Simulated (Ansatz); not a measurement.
Consider the formal exchange of groups at the Si–F bond: `CO[Si](N)(F)F` + `FCOCCCl` → `CO[Si](N)(F)Cl` + `FCCOCF`.

Program: Ansatz. Geometries: PBE0-D4/def2-TZVP. ΔE: electronic, gas phase. CCSD(T)/CBS adds triple-zeta CCSD(T) − MP2 to the extrapolated MP2 energy (def2 sets, frozen cores). DFT in def2-TZVPP. Each species was taken in one conformer, which may not be the lowest.

`CO[Si](N)(F)F`:

Z-matrix (Å, degrees):
```
C
O 1 1.413
H 1 1.093 2 110.5
H 1 1.093 2 111.5 3 -121.5
H 1 1.091 2 108.0 3 118.9
Si 2 1.611 1 126.4 3 81.0
F 6 1.591 2 107.7 1 35.8
N 6 1.675 2 108.8 1 161.6
F 6 1.585 2 113.4 1 -78.2
H 8 1.004 6 122.5 2 -39.6
H 8 1.004 6 122.6 2 155.6
```

`FCOCCCl`:

Cartesian coordinates in Å:
```
F -0.734 2.479 -0.266
C -1.222 1.244 -0.652
O -0.798 0.260 0.193
C 0.580 -0.033 0.109
C 0.840 -1.359 0.763
Cl 0.143 -2.711 -0.162
H -2.311 1.280 -0.592
H -0.874 1.081 -1.680
H 0.902 -0.054 -0.941
H 1.162 0.737 0.631
H 0.399 -1.389 1.759
H 1.913 -1.536 0.837
```

`CO[Si](N)(F)Cl`:

```xyz
11

C     0.489    0.366    1.824
O     0.693    0.054    0.460
Si   -0.465   -0.025   -0.663
N     0.189   -0.716   -2.042
F    -1.688   -0.823   -0.028
Cl   -1.248    1.799   -1.140
H     1.428    0.195    2.350
H     0.205    1.416    1.943
H    -0.287   -0.265    2.265
H     0.852   -1.469   -2.005
H    -0.167   -0.532   -2.963
```

`FCCOCF`:

Cartesian coordinates in Å:
```
F -2.345 -0.132 -0.682
C -1.469 0.905 -0.435
C -0.260 0.413 0.301
O 0.523 -0.374 -0.573
C 1.482 -1.121 0.045
F 2.488 -0.319 0.553
H -1.181 1.342 -1.395
H -1.989 1.656 0.167
H 0.316 1.275 0.660
H -0.570 -0.181 1.171
H 1.925 -1.776 -0.707
H 1.080 -1.687 0.895
```

```
         species  BLYP energy (Eh)
 `CO[Si](N)(F)F`        -660.59776
       `FCOCCCl`        -753.23603
`CO[Si](N)(F)Cl`       -1020.90756
        `FCCOCF`        -392.90084
```

Task: Work out ΔE.

Result: ΔE = (-1020.90756) + (-392.90084) − (-660.59776) − (-753.23603) = 0.02539 Eh = +15.9 kcal/mol. CCSD(T)/CBS gives +18.2 kcal/mol.

Largest T1 diagnostic among the species: 0.011.

From BLYP to BHLYP (50 % exact exchange), in def2-TZVPP and without D4, ΔE moves by +1.1 kcal/mol. At CCSD(T), def2-SVP lies −4.8 kcal/mol from the extrapolated value and def2-TZVPP −0.3 kcal/mol.
